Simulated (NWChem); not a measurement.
Species: ZnH2Se; SMILES [ZnH][SeH]

Program: NWChem. Structure relaxed at the PBE0/def2-SVP level. Ions are spin-unrestricted doublets at the neutral geometry; other ion states weren't tried.

For level PBE/def2-SVP:

- −ε(HOMO) (eV) = 5.54

Q: How do the values read with level PBE0/def2-SVP instead?

A: The −ε(HOMO) (eV) comes out as 6.71.
